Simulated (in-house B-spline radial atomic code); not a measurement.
**BP86 excitations of Rb⁷⁺**

Method: BP86. Computed with an all-electron radial atomic-structure program (B-spline basis): linear response of the closed shell [Ar] 3d10 4s2 with the functional's adiabatic kernel; scalar-relativistic (spin-free one-electron X2C), finite nucleus, no spin-orbit coupling, no double excitations, S, P, D and F terms only; shells from n = 2 respond. Only terms of natural parity with L up to 3 were computed.

Command:
```bash
python run_td.py task.json out
```
Settings (radii: box in bohr, nucleus in fm):
```
Z                        37
electrons                30
configuration            [Ar] 3d10 4s2
hamiltonian              x2c
method                   b88,p86
box_radius               12.81
rms_radius               4.2036
intervals                70
```

Time taken, with all properties: 1.4 s on 1 thread of Arm Neoverse N1 (shared host).

The lowest states, in the order of their Tamm-Dancoff energies; the method's threshold (minus the highest occupied level) is 125.71 eV. Labels give the largest channel, * marks a mixed state, and oscillator strengths are full-response dipole values. Semilocal kernels can invert the small singlet-triplet splittings of Rydberg terms. Energies in eV:

```tsv
state	full response	Tamm-Dancoff	oscillator strength
4s → 4p 3P	17.497	17.669	-
4s → 4p 1P	24.086	24.850	1.51
4s → 4d 3D	47.86	47.93	-
4s → 4d 1D	?	?	-
4s → 5s 3S	65.26	65.27	-
4s → 5s 1S	66.24	66.28	-
4s → 5p 3P	72.75	72.76	-
4s → 5p 1P	73.08	73.13	0.11
4s → 4f 3F	73.98	74.03	-
4s → 4f 1F	74.78	74.80	-
4s → 5d 3D	?	?	-
4s → 5d 1D	84.48	84.48	-
4s → 6s 3S	90.22	90.23	-
4s → 6s 1S	90.46	90.47	-
4s → 6p 3P	93.81	93.81	-
4s → 6p 1P	93.85	93.86	0.0483
```

Problem. Where does 4s → 4d 1D lie?

Solution. At 50.29 eV in full response, 50.32 eV in Tamm-Dancoff.

Problem. Where does 4s → 5d 3D lie?

Solution. At 84.15 eV in full response, 84.16 eV in Tamm-Dancoff.

Problem. How large is the singlet-triplet splitting of 4s → 4p (P terms) in Tamm-Dancoff?

Solution. 7.18 eV, from the unrounded values.

Problem. What polarisabilities and dispersion coefficient does the method give?

Solution. Dipole 2.132 bohr³, quadrupole 2.028 bohr⁵, C6 3.616 hartree·bohr⁶ for two such species.
